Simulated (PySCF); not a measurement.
C3H3BO2, SMILES C#CB(O)C=O. Atoms are numbered in the order given.

```xyz
9

C      0.8939     2.2924     0.0000
C      0.2572     1.2549     0.0000
B     -0.5394    -0.0515     0.0000
O     -1.8873    -0.0855     0.0000
C      0.1862    -1.4856     0.0000
O      1.3860    -1.6289     0.0000
H      1.4679     3.2023     0.0000
H     -2.2946     0.7886     0.0000
H     -0.4891    -2.3880     0.0000
```
Charge 0, spin multiplicity 1.

The structure is a stationary point at PBE0-D3(BJ)/def2-SVP. This is a generated structure with no PubChem entry under its InChIKey; it may be hypothetical. The values are those of a single conformer.

Level of theory: PBE/def2-TZVP (PySCF).

The molecule is in vacuum.

```yaml
total_energy: -291.16286 hartree
point_group: Cs
highest_occupied_level: -5.50 eV
lowest_empty_level: -3.47 eV
orbital_gap: 2.03 eV
dipole_moment: 3.43 D
quadrupole, principal values (traceless, Buckingham form, about the centre of nuclear charge): -4.94, -1.90, 6.84 D·Å
mean_static_polarisability: 54.4 bohr³ (8.06 Å³)
polarisability_principal_values: 32.0, 53.4, 77.8 bohr³
```
